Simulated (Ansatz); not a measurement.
The cluster Ca2O, relaxed as a singlet with RKS PBE0-D4/def2-TZVP in Ansatz, starting from the GFN2-xTB geometry. Force threshold 0.02 eV/Å.

The restricted singlet is unstable: a solution with broken spin symmetry lies lower. At PBE0-D4/def2-TZVP a triplet of charge 0 lies 0.21 eV below the restricted singlet, each at its own geometry. The structure comes from a short search, and lower isomers may exist.

Start:

Cartesian coordinates in Å:
```
Ca -0.2643 -0.4402 1.5013
Ca 0.8435 0.5951 -1.2047
O -0.5792 -0.1548 -0.2966
```

```csv
step,energy (eV),largest force component (eV/Å),SCF passes
1,-38913.0679,3.169,31
2,-38913.4174,0.693,34
3,-38913.4458,0.083,31
4,-38913.4470,0.005,34
```

Force components are those of the run's own axes.

End:

Cartesian coordinates in Å:
```
Ca -0.2924 -0.4762 1.6129
Ca 0.9008 0.6389 -1.3015
O -0.6084 -0.1627 -0.3113
```

By distances, no bond broke or formed. The bond that changes most is Ca2–O3, from 1.85 to 1.97 Å (atoms count from 1).

No frequencies were taken in this run, so the end may be a saddle point.

Run time 5.5 s (4 threads of Arm Neoverse V2 on a shared host).
